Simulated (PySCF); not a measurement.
H5AlF2O2Si2 (SMILES [OH][Al]([OH])[SiH2][SiH](F)F), singlet, at a GFN2-xTB geometry (such geometries of metal compounds can be far from the true shape), with bond 11-6 at 1.4 times its length; CASSCF(4,6)/STO-3G run with PySCF.

PySCF was given this input:
```python
from pyscf import gto, scf, mcscf
import numpy

mol = gto.Mole()
mol.atom = '''
    Si    1.49130927    1.34303365   -0.26459865
    F     1.18832504    1.14309526   -1.83314355
    F     2.51666732    0.12515359   -0.03248880
    Si   -0.45039210    0.93063081    0.90428786
    Al   -1.41212155   -1.19111769    0.28486226
    O    -0.31758963   -2.26867472   -0.31109029
    O    -3.03954065   -1.36908481    0.49032413
    H     2.36516810    2.50408153   -0.24988713
    H    -1.32599379    2.10728889    0.68309345
    H    -0.10481580    1.07778762    2.33970160
    H     0.59578807   -3.08823240   -0.81091843
    H    -3.97233072   -1.49402068    0.59316472
'''
mol.basis = 'sto-3g'
mol.verbose = 4
mol.build()

mf = scf.RHF(mol)
mf.kernel()
mc = mcscf.CASSCF(mf, 6, 4)
mc.kernel()
occ = numpy.linalg.eigvalsh(mc.fcisolver.make_rdm1(mc.ci, mc.ncas, mc.nelecas))[::-1]
ss = mc.fcisolver.spin_square(mc.ci, mc.ncas, mc.nelecas)[0]
print('natural occupations', occ.round(4), ' <S^2>', round(ss, 4))
```

What does PySCF print? Leave out banner, timings and long lists.


```
PySCF version 2.14.0

[INPUT] verbose = 4
[INPUT] num. atoms = 12
[INPUT] num. electrons = 80
[INPUT] charge = 0
[INPUT] spin (= nelec alpha-beta = 2S) = 0
[INPUT] symmetry False subgroup None
[INPUT] Mole.unit = angstrom
[INPUT] Symbol           X                Y                Z      unit          X                Y                Z       unit  Magmom
[...]
nuclear repulsion = 520.756903211647
number of shells = 32
number of NR pGTOs = 156
number of NR cGTOs = 52
basis = sto-3g
ecp = {}

******** <class 'pyscf.scf.hf.RHF'> ********
method = RHF
initial guess = minao
damping factor = 0
level_shift factor = 0
DIIS = <class 'pyscf.scf.diis.CDIIS'>
diis_start_cycle = 1
diis_space = 8
diis_damp = 0
SCF conv_tol = 1e-09
SCF conv_tol_grad = None
SCF max_cycles = 50
direct_scf = True
direct_scf_tol = 1e-13
Set gradient conv threshold to 3.16228e-05
Initial guess from minao.
init E= -1156.39593679561
[...]
cycle= 1 E= -1156.55787726729  delta_E= -0.162  |g|= 0.821  |ddm|= 3.95
[...]
cycle= 2 E= -1156.84576236262  delta_E= -0.288  |g|= 0.246  |ddm|= 1.68
[...]
cycle= 3 E= -1156.86829768676  delta_E= -0.0225  |g|= 0.0483  |ddm|= 0.401
[...]
cycle= 4 E= -1156.86967061069  delta_E= -0.00137  |g|= 0.0136  |ddm|= 0.106
[...]
cycle= 5 E= -1156.86980407883  delta_E= -0.000133  |g|= 0.00295  |ddm|= 0.0383
[...]
cycle= 6 E= -1156.8698105775  delta_E= -6.5e-06  |g|= 0.000657  |ddm|= 0.00818
[...]
cycle= 7 E= -1156.86981095433  delta_E= -3.77e-07  |g|= 0.000145  |ddm|= 0.00209
[...]
cycle= 8 E= -1156.86981097591  delta_E= -2.16e-08  |g|= 5.84e-05  |ddm|= 0.000441
[...]
cycle= 9 E= -1156.86981098094  delta_E= -5.03e-09  |g|= 2.23e-05  |ddm|= 0.000237
[...]
cycle= 10 E= -1156.86981098183  delta_E= -8.97e-10  |g|= 6.38e-06  |ddm|= 0.000119
[...]
Extra cycle  E= -1156.86981098188  delta_E= -4.8e-11  |g|= 3.76e-06  |ddm|= 1.75e-05
converged SCF energy = -1156.86981098188

******** <class 'pyscf.mcscf.mc1step.CASSCF'> ********
CAS (2e+2e, 6o), ncore = 38, nvir = 8
max_cycle_macro = 50
max_cycle_micro = 4
conv_tol = 1e-07
conv_tol_grad = None
orbital rotation max_stepsize = 0.02
orbital rotation threshold for CI restart = 0.01
augmented hessian ah_max_cycle = 30
augmented hessian ah_conv_tol = 1e-12
augmented hessian ah_linear dependence = 1e-14
augmented hessian ah_level shift = 1e-08
augmented hessian ah_start_tol = 2.5
augmented hessian ah_start_cycle = 3
augmented hessian ah_grad_trust_region = 3
kf_trust_region = 3
kf_interval = 4
ci_response_space = 4
[...]
CASCI E = -1156.87532848825  S^2 = 0.0000000
[...]
macro iter  19 ( 21 JK    4 micro), CASSCF E = -1156.92335554628  dE = -2.09868455e-04  S^2 = 0.0000000
               |grad[o]|=0.00178  |grad[c]|=0.00213  |ddm|=0.00403  |maxRot[o]|=0.0818
macro iter  20 ( 21 JK    4 micro), CASSCF E = -1156.92338480958  dE = -2.92632956e-05  S^2 = 0.0000000
               |grad[o]|=0.0019  |grad[c]|=0.0109  |ddm|=0.0042  |maxRot[o]|=0.0309
macro iter  21 (  7 JK    2 micro), CASSCF E = -1156.92354590144  dE = -1.61091867e-04  S^2 = 0.0000000
               |grad[o]|=0.00166  |grad[c]|=0.0133  |ddm|=0.00852  |maxRot[o]|=0.0573
macro iter  22 ( 15 JK    4 micro), CASSCF E = -1156.92351873756  dE =  2.71638794e-05  S^2 = 0.0000000
               |grad[o]|=0.00121  |grad[c]|=0.0131  |ddm|=0.0165  |maxRot[o]|=0.133
macro iter  23 ( 19 JK    4 micro), CASSCF E = -1156.92360353281  dE = -8.47952449e-05  S^2 = 0.0000000
               |grad[o]|=0.00247  |grad[c]|=0.00308  |ddm|=0.00405  |maxRot[o]|=0.0427
macro iter  24 ( 14 JK    3 micro), CASSCF E = -1156.92361389917  dE = -1.03663633e-05  S^2 = 0.0000000
               |grad[o]|=0.000824  |grad[c]|=0.000721  |ddm|=0.00242  |maxRot[o]|=0.0151
macro iter  25 ( 21 JK    4 micro), CASSCF E = -1156.92362557380  dE = -1.16746251e-05  S^2 = 0.0000000
               |grad[o]|=0.000324  |grad[c]|=0.000424  |ddm|=0.00101  |maxRot[o]|=0.224
macro iter  26 ( 21 JK    4 micro), CASSCF E = -1156.92363283973  dE = -7.26593566e-06  S^2 = 0.0000000
               |grad[o]|=0.000276  |grad[c]|=0.00027  |ddm|=0.000621  |maxRot[o]|= 0.26
macro iter  27 (  6 JK    2 micro), CASSCF E = -1156.92363343853  dE = -5.98793349e-07  S^2 = 0.0000000
               |grad[o]|=0.000165  |grad[c]|=0.000311  |ddm|=0.000645  |maxRot[o]|=0.00479
macro iter  28 (  3 JK    1 micro), CASSCF E = -1156.92363357360  dE = -1.35076561e-07  S^2 = 0.0000000
               |grad[o]|=9.33e-05  |grad[c]|=0.000254  |ddm|=0.000131  |maxRot[o]|=0.00126
macro iter  29 (  3 JK    1 micro), CASSCF E = -1156.92363364572  dE = -7.21129254e-08  S^2 = 0.0000000
               |grad[o]|=4.91e-05  |grad[c]|=0.000209  |ddm|=9.52e-05  |maxRot[o]|=0.000867
1-step CASSCF converged in  29 macro (528 JK 105 micro) steps
CASSCF canonicalization
Density matrix diagonal elements [1.91746218 1.98062573 0.04568199 0.01318545 0.00892025 0.03412439]
CASSCF energy = -1156.92363364572
CASCI E = -1156.92363364572  E(CI) = -5.25292379098573  S^2 = 0.0000000
natural occupations [1.9867 1.9149 0.0832 0.012  0.0032 0.    ]  <S^2> 0.0
```
